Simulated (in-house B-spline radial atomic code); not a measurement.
A fraction x of an electron is moved 4s → 4p in Sc, starting from [Ar] 3d1 4s2 and keeping the highest spin. All numbers are computed (scalar-relativistic (X2C) LDA VWN5, spin-polarised, spherical fractional occupations; Fermi nucleus of rms radius 3.5459 fm) with an all-electron radial atomic-structure program (B-spline basis), not measured.

```tsv
x	E(x) - E(0) (eV)	4s down level (eV)	4p up level (eV)
0	0.0000	-4.133	-
0.125	0.3121	-4.150	-1.710
0.25	0.6100	-4.156	-1.830
0.375	?	?	?
0.5	1.1615	-4.132	-2.047
0.625	1.4145	-4.107	-2.144
0.75	1.6523	-4.077	-2.233
0.875	?	?	?
1	2.0812	-	-2.396
```

**Question.** What belongs in the row x = 0.375?

**Answer.** An energy change of 0.8933 eV; 4s down at -4.149 eV, 4p up at -1.943 eV.

**Question.** What belongs in the row x = 0.875?

**Answer.** An energy change of 1.8755 eV; 4s down at -4.042 eV, 4p up at -2.316 eV.

**Question.** Check Janak's theorem between x = 0.125 and 0.25.

**Answer.** The slope of the energy is 2.38 eV; the orbital levels give 2.38 eV (ε of the receiving orbital less ε of the emptying one, averaged over the two points).
